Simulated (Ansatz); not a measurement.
Basis-set extrapolation for C₂H₉AlS, SMILES `[CH3][AlH-]([CH3])[SH2+]` (PBE0-D4/def2-TZVP geometry, frozen core, Ansatz). Multiplicity 1, RHF reference.

```tsv
	def2-TZVPP	def2-QZVPP
HF	-720.483915	-720.506520
MP2 correlation	-0.648107	-0.693152
CCSD(T) correlation	-0.738771	not run
```

Energies in hartree. Use E(X) = E(∞) + A·exp(−7.88·√X) for Hartree–Fock and E(X) = E(∞) + B·X^(−2.97) for correlation, with X = 3 and 4, and add CCSD(T) minus MP2 of the smaller set to the MP2 limit.

Task: What is the CCSD(T) energy at the basis-set limit?

Result: HF limit: -720.506520 + (-0.022605) × 0.13774 = -720.50963. MP2 limit: -0.693152 + (-0.045045) × 0.74074 = -0.72652. Higher-order term: -0.738771 − (-0.648107) = -0.09066. Total: -721.32681 hartree, 2.83 eV below CCSD(T)/def2-TZVPP.
